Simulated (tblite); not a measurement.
Compound: C6H7O2 (doublet state).
Bonds: C1–C2, C2–C3, C3–C4, C4–C5 (triple), C5–C6, C6–O7 (double), C6–O8. Hydrogens: H9, H10, H11 on C1; H12, H13 on C2; H14 on C3; H15 on O8.

Computed geometry: GFN2-xTB, gas phase. This method treats the open shell by occupation alone, without spin polarisation.

Q: What internal coordinates does the optimisation give?

A: 
| bond | length (Å) |
| --- | --- |
| C1–C2 | 1.522 |
| C2–C3 | 1.485 |
| C3–C4 | 1.347 |
| C4≡C5 | 1.228 |
| C5–C6 | 1.416 |
| C6=O7 | 1.211 |
| C6–O8 | 1.353 |
| C1–H9, C1–H10, C1–H11 | 1.087 |
| C2–H12, C2–H13 | 1.097 |
| C3–H14 | 1.081 |
| O8–H15 | 0.969 |

Bonds in one row agree within 0.01 Å and their mean is given. A selection of angles:
| angle | degrees |
| --- | --- |
| C1–C2–C3 | 113.8 |
| C2–C3–C4 | 123.7 |
| C3–C4–C5 | 178.0 |
| C4–C5–C6 | 176.1 |
| C5–C6–O7 | 125.1 |
| C5–C6–O8 | 112.3 |
| O7–C6–O8 | 122.6 |
| H15–O8–C6 | 109.2 |

Dihedral angles: C1–C2–C3–C4 0° (synperiplanar); H15–O8–C6–C5 180° (antiperiplanar).

The C–C distances run from 1.228 Å (C4≡C5, drawn triple) to 1.522 Å (C1–C2, drawn single), a spread of 0.294 Å. The C–O distances run from 1.211 Å (C6=O7, drawn double) to 1.353 Å (C6–O8, drawn single), a spread of 0.142 Å. O8 (oxygen bonded to C and H) is bent (angle 109.2°). Of the pairs four or more bonds apart, C4···H11 is among the closest relative to their van der Waals radii: 2.80 Å, 97 % of the sum of Bondi's values. C3 (carbon bonded to 2 C and H) is planar (angles 123.7°, 118.6° and 117.7°, sum 360.0°, 0.00 Å off the plane of its three neighbours). C6 (carbon bonded to C and 2 O) is planar (angles 125.1°, 122.6° and 112.3°, sum 360.0°, 0.00 Å off the plane of its three neighbours). The 8 heavy atoms lie in one plane (0.003 Å rms).

Point group: Cs (tolerance 0.08 Å). Its GFN2-xTB frequencies are all real (lowest 39 cm⁻¹). Torsions: C1–C2–C3–C4 0°, C5–C6–O8–H 180°. 3 starts were optimised and ended at 0.00, 0.34 and 0.64 kcal/mol (GFN2-xTB); the lowest of these is shown.

On one thread, Arm Neoverse V2 (aarch64) (shared host), this took 0.62 s. These figures are those of the optimisation.

One conformer stands for the species.
